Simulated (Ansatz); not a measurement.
`[OH][Hf]([Cl])([Cl])[I]` from Hartree–Fock to CCSD(T)

```xyz
6

O    -0.659    1.275   -0.425
Hf    0.124   -0.329    0.161
Cl    0.947   -0.032    2.324
Cl   -1.492   -2.012    0.164
I     2.147   -0.991   -1.516
H    -1.066    2.089   -0.708
```

Total charge 0; spin multiplicity 1. Correlated methods include outer-core shells of Hf, I, which these sets cover unevenly. Hf, I takes the def2 core potential. Geometry: relaxed with PBE0-D4/def2-TZVP. It is one conformer, not always the lowest. Frozen core, restricted reference, Ansatz 0.2.0.

| basis | HF (Eh) | MP2 corr. |
| --- | --- | --- |
| def2-SVP | -1338.53983 | -0.78778 |
| def2-TZVPP | -1338.97839 | -1.42855 |
| def2-QZVPP | -1339.00900 | -1.70673 |

(1) Estimate the CCSD correlation energy and the (T) correction in each basis where they were run (hartree).

Answers

(1) 
| basis | CCSD corr. | (T) |
| --- | --- | --- |
| def2-SVP | -0.81230 | -0.02418 |
| def2-TZVPP | -1.41916 | -0.05294 |
